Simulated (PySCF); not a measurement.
InOBr + H₂O → InO(OH) + HBr

Level: PBE0 in the def2-TZVP basis family, computed in PySCF with density fitting; scalar-relativistic core potentials for atoms from Rb on, none lighter, no spin–orbit coupling; open shells unrestricted.

| species | state and structure | ZPE (kJ/mol) | H(298 K) − H(0) (kJ/mol) | S° (J/(mol K)) |
| --- | --- | --- | --- | --- |
| InOBr | singlet, C∞v, In–Br 2.405 Å, In–O 1.827 Å; Br–In–O 180.0° | 7.8 | 13.8 | 288.4 |
| H₂O | singlet, C2v, O–H 0.960 Å (×2); H–O–H 105.1° | 56.5 | 9.9 | 188.7 |
| InO(OH) | singlet, Cs, In–O 1.824 Å, In–O 1.940 Å, O–H 0.962 Å; H–O–In 113.4°, O–In–O 176.1° | 38.7 | 14.0 | 283.3 |
| HBr | singlet, C∞v, H–Br 1.421 Å | 16.0 | 8.7 | 198.5 |

**Question.** Is the gas-phase reaction uphill or downhill in electronic energy at this level, and by how much?

**Answer.** At PBE0/def2-TZVP, ΔE = 109.7 kJ/mol, uphill. 

**Question.** Add zero-point, thermal and entropy terms for 298.15 K and 1 bar.

**Answer.** ΔZPE = -9.6 and Δ[H(298) − H(0)] = -1.0 kJ/mol give ΔH° = 99.1 kJ/mol. ΔS° = 4.7 J/(mol K), so ΔG° = 99.1 − 298.15 × (0.0047) = 98 kJ/mol and log₁₀K = -17.1.

Only the bonding shown was studied: isomers, or loss of a ligand pair, can lie lower.
